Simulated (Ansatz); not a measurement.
One change: `C[O][SnH]([CH3])[SeH]` becomes `C[O][SnH]([CH3])[OH]`.

Ansatz, PBE0-D4/def2-TZVP geometries, multiplicity 1. Each molecule was computed in one conformer, which needn't be the lowest.

Elements past krypton have def2 core potentials. Scalar relativity is left out up to krypton.

```json
{"property": "HOMO–LUMO gap (PBE/def2-TZVPP) / eV", "`C[O][SnH]([CH3])[SeH]`": "4.43"}
{"property": "HOMO energy (ωB97M-V/def2-TZVPP) / eV", "`C[O][SnH]([CH3])[SeH]`": "-9.22"}
{"property": "HOMO energy (PBE/def2-TZVPP) / eV", "`C[O][SnH]([CH3])[SeH]`": "-5.87"}
{"property": "HOMO energy (PBE0/def2-TZVPP) / eV", "`C[O][SnH]([CH3])[SeH]`": "-7.04"}
{"property": "HOMO energy (B3LYP/def2-TZVPP) / eV", "`C[O][SnH]([CH3])[SeH]`": "-6.79"}
{"property": "LUMO energy (B3LYP/def2-TZVPP) / eV", "`C[O][SnH]([CH3])[SeH]`": "-0.85"}
```

Task: Give the same properties after the change, and the shifts. (Estimate.)

Result: Computed: 
```tsv
property	`C[O][SnH]([CH3])[OH]`	shift
HOMO–LUMO gap (PBE/def2-TZVPP) / eV	4.92	0.49
HOMO energy (ωB97M-V/def2-TZVPP) / eV	-9.90	-0.68
HOMO energy (PBE/def2-TZVPP) / eV	-5.95	-0.08
HOMO energy (PBE0/def2-TZVPP) / eV	-7.51	-0.47
HOMO energy (B3LYP/def2-TZVPP) / eV	-7.27	-0.48
LUMO energy (B3LYP/def2-TZVPP) / eV	-0.42	0.43
```

With PBE0 the HOMO falls by 0.47 eV and the LUMO rises by 0.49 eV, so the gap widens by about 0.96 eV. PBE moves the HOMO by -0.08 eV and ωB97M-V by -0.68 eV.

B3LYP here is the variant with VWN-RPA as its local correlation; programs differ in this.

Spin–orbit coupling is left out; it splits and shifts lone-pair levels of the heavy atoms by tenths of an eV.
